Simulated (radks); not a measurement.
Numerical settings for the oxygen ion O+, [He] 2s2 2p3. Method: Dirac Kohn-Sham, PBE, spin-unpolarised, spherical densities, finite nucleus; open shells are shared between the two j in proportion to 2j + 1; Fermi nuclear charge, rms radius 2.6991 fm; computed with a radial shooting solver on a logarithmic mesh with Libxc functionals. The defaults (mesh step 0.008 in ln r, mesh end at 40 bohr or more with all orbitals vanishing there, Anderson mixing 0.5 over 9 steps, residual threshold near 1e-9 with the energy settled to 1e-9 hartree or 1e-11 of itself, here a cap of 93 iterations) give E = -74.3980 hartree and 2p3/2 at -24.434 eV in 14 iterations. Run on one thread of a shared host, so times are rough (Arm Neoverse N1): 0.06 s of CPU time, 0.06 s wall, 14 iterations on 2189 mesh points. Changes against that run (0 stands for a change within the tolerance of the run):

| setting | iterations | converged | E (mhartree) | e(2p3/2) (meV) | CPU (s) |
|---|---|---|---|---|---|
| mesh step in ln r 0.03 | 14 | yes | 0 | 0 | 0.03 |
| mesh step in ln r 0.05 | 14 | yes | 0 | 0 | 0.02 |
| mesh step in ln r 0.12 | 93 | no | -2.58e+05 | - | 0.18 |
| mesh end (bohr) 1 | 13 | level above zero | +2.1e+04 | +1.52e+05 | 0.04 |
| mesh end (bohr) 400 | 14 | yes | 0 | 0 | 0.06 |
| residual threshold 0.001 | 8 | yes | 0 | +0.148 | 0.04 |
| residual threshold 1e-16 | 93 | no | 0 | 0 | 0.27 |
| mixing 2.5 | 14 | yes | 0 | 0 | 0.06 |
| linear mixing, mixing 0.8 | 20 | yes | 0 | 0 | 0.08 |
| linear mixing, mixing 0.5 | 30 | yes | 0 | 0 | 0.11 |
| mixing history 2 | 21 | yes | 0 | 0 | 0.08 |
| iteration cap 2 | 2 | no | +53 | -1.38e+04 | 0.01 |

Settled on a wrong energy, with an occupied level pushed above zero by the early mesh end: mesh end (bohr) 1 (+21 hartree). Apart from these: no run marked as converged misses the energy by more than 1 mhartree. A mesh that ends early acts as a hard wall.
